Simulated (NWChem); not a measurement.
# LaCl₂ cation; SMILES [Cl][La+][Cl]

```xyz
3

La     0.0000     0.0000     0.5492
Cl     2.0296     0.0000    -0.9207
Cl    -2.0296     0.0000    -0.9207
```
Atoms are numbered in this order, from 1.

Computed with NWChem. All runs use the structure optimised with PBE0/def2-SVP. The spin multiplicity was typed, not searched, and may not be the lowest. def2 effective core potentials on La; no spin-orbit coupling. Vertical excitations in the gas phase; the lowest state need not have the same character in each row.

For level PBE/def2-SVP, full TDDFT:

```yaml
lowest excitation, singlet (eV): 3.83
lowest triplet (eV): 3.81
orbital gap (eV): 3.83
```

Q: How do the values read with level B3LYP/def2-SVP, full TDDFT instead?

A: The lowest excitation, singlet (eV) comes out as 4.22 and the lowest triplet (eV) is 4.20. The orbital gap (eV) comes out as 5.21.
